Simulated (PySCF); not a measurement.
**NMR data sheet: C5H9NOSi**

| Quantity | Value |
| --- | --- |
| Formula | C5H9NOSi |
| SMILES | C=N[Si@H]1C[C@@H](C=O)C1 |
| Point group of the computed structure | C1 |
| Degrees of unsaturation | 3 |
| Carbon signals | 4 |
| Proton signals | 7 |

Numbering as in the mapped SMILES `[CH2:1]=[N:2][Si@H:3]1[CH2:4][C@@H:5]([CH:6]=[O:7])[CH2:8]1`. Each H is labelled by its parent atom. Ha(C4), Ha(C8) are cis to N2 on the ring; Ha(C1) is cis to Si3; Hb(C4), Hb(C8) are trans to N2 on the ring; Hb(C1) is trans to Si3.

Method: GFN2-xTB geometry, PBE0/pcSseg-1 with gauge-including orbitals, in PySCF (rapidly exchanging positions averaged, non-relativistic, a single conformation, no solvent model).

Chemical shifts δ = σref − σ; ¹H, ¹³C, ²⁹Si vs TMS; ¹⁵N against NH3; ¹⁷O vs H2O, all at this level.

```tsv
carbon	δC, type	δH (multiplicity)	HMBC from (2–3 bonds)	span of the C tensor (ppm)
C1	174.9, CH2	Hb(C1) 8.75 (m); Ha(C1) 8.81 (m)	H(Si3)	209
C4/C8	15.8, CH2	Hb(C4) 1.81 (m); Ha(C4) 1.42 (m)	H(C6), H(Si3), H(C5), Hb(C4)/Hb(C8), Ha(C4)/Ha(C8)	32
C5	43.3, CH	3.02 (m)	H(C6), H(Si3), Hb(C4)/Hb(C8), Ha(C4)/Ha(C8)	28
C6	207.0, CH	10.27 (d)	H(C5), Hb(C4)/Hb(C8), Ha(C4)/Ha(C8)	197
```

Other nuclei:
```
 atoms  nucleus                                                   environment  δ (ppm)  σ (ppm)
H(Si3)       ¹H  hydrogen on a silicon bonded to 2 C, N, in a 4-membered ring     5.92    25.80
   Si3     ²⁹Si             silicon bonded to 2 C, N, H, in a 4-membered ring    -10.5    359.7
    N2      ¹⁵N                                                imine nitrogen    423.1   -155.4
    O7      ¹⁷O                                               aldehyde oxygen    658.1   -322.0
```

1. Carbon types of the structure: 2 × CH, 3 × CH2, leaving 1 H on heteroatoms.
2. δC 207.0: aldehyde carbonyl carbon; the double bond to the heteroatom, with no lone-pair donor beside it, deshields it most.
3. δC 174.9: C=N carbon.
4. δH 10.27: hydrogen on an aldehyde carbonyl carbon; the C=O anisotropy and electron withdrawal place aldehyde protons far downfield.
5. δH 8.81, 8.75: hydrogen on a C=N carbon.
6. δH 3.02: hydrogen on an sp3 CH α to a carbonyl; α to C=O.

Shifts are as computed. Against solution values, carbons near 30 ppm lie about +3 ppm off and those near 130 ppm about +5 ppm. Of 1309 compounds with measured shifts, 239 miss one by over three times the rms of a fit or turn the order of signals round; such compounds aren't used in these exercises. Unscaled 17O shifts of doubly bonded oxygen tend to come out too high, by tens of ppm or more. Experimental scales use liquid or dissolved standards, which lie at an offset from isolated NH3 (liquid NH3: subtract about 20 ppm) and H2O (liquid H2O: subtract about 36 ppm). Unscaled 15N shifts of sp2 nitrogen come out 20 to 40 ppm too high even then. Multiplicities follow the n + 1 count of equivalent neighbours, as no J values were calculated; m marks all less simple cases, F and P coupling included.
